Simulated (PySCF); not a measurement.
From one molecule to another.

First species: C₅H₉O₂P.
SMILES with atom numbers: `[CH2:1]=[CH:2][CH2:3][P@@:4](=[O:5])([OH:6])[CH:7]=[CH2:8]` (hydrogens: H9, H10 on C1; H11 on C2; H12, H13 on C3; H14 on O6; H15 on C7; H16, H17 on C8)

Cartesian coordinates in Å at the GFN2-xTB level; atoms count from 1:
```xyz
17
C5H9O2P angstrom
C      2.5971   -0.8944    1.3318
C      1.8849    0.1168    0.8698
C      0.4076    0.2312    1.0100
P     -0.2991    0.0420   -0.6833
O      0.2960    0.8799   -1.7298
O     -0.0761   -1.5313   -0.9804
C     -2.0994    0.1897   -0.4913
C     -2.7467    1.1185   -1.1697
H      3.6617   -0.9546    1.1852
H      2.1429   -1.7002    1.8856
H      2.3520    0.9146    0.3081
H     -0.0002   -0.5439    1.6573
H      0.1156    1.2168    1.3773
H      0.3602   -1.6076   -1.8306
H     -2.5879   -0.4988    0.1812
H     -2.2018    1.7749   -1.8292
H     -3.8139    1.2584   -1.1021
```

Second species: C4H14NOPSi2.
Numbering: `[CH3:1][C@H:2]1[CH2:3][P@@:4](=[O:5])([N:6]([SiH3:7])[SiH3:8])[CH2:9]1` (hydrogens: H10, H11, H12 on C1; H13 on C2; H14, H15 on C3; H16, H17, H18 on Si7; H19, H20, H21 on Si8; H22, H23 on C9)

Levels: PBE0/pcSseg-1 for dipole moment, HOMO energy, LUMO energy and HOMO–LUMO gap; GFN2-xTB for rotational constant A and rotational constant C. Geometries: GFN2-xTB. Each structure is a single optimised conformer of the isolated species, non-relativistic unless stated; the electronic structure was computed with PySCF and density fitting.

The conformers computed, where there is a choice (atom-mapped SMILES and torsion angles):
- `[CH2:1]=[CH:2][CH2:3][P@@:4](=[O:5])([OH:6])[CH:7]=[CH2:8]`: C1–C2–C3–P4 -111°, C2–C3–P4–O5 -50°, C3–P4–C7–C8 123°, H–O6–P4–C3 -129°
- `[CH3:1][C@H:2]1[CH2:3][P@@:4](=[O:5])([N:6]([SiH3:7])[SiH3:8])[CH2:9]1`: C3–P4–N6–Si7 151°

| property | column X | column Y |
| --- | --- | --- |
| dipole moment | 2.30 D | 3.35 D |
| HOMO energy | -7.44 eV | -7.60 eV |
| LUMO energy | -0.75 eV | -0.01 eV |
| HOMO–LUMO gap | 6.69 eV | 7.59 eV |
| rotational constant A | 3.518 GHz | 1.569 GHz |
| rotational constant C | 1.034 GHz | 0.617 GHz |

Question: Which column belongs to which species?

Answer: Column X is the first species and column Y the second. The first has 17 atoms and 70 electrons, the second 23 and 96.

Question: How does each property change from the first species to the second?

Answer: dipole moment +1.05 D; HOMO energy -0.16 eV; LUMO energy +0.74 eV; HOMO–LUMO gap +0.90 eV; rotational constant A -1.949 GHz; rotational constant C -0.417 GHz.

On the first: The dipole equals about 7.7 × 10⁻³⁰ C·m (1 D = 3.33564 × 10⁻³⁰ C·m).

On the second: The dipole matches unit charges of opposite sign 0.70 Å apart (1 e·Å = 4.8032 D).
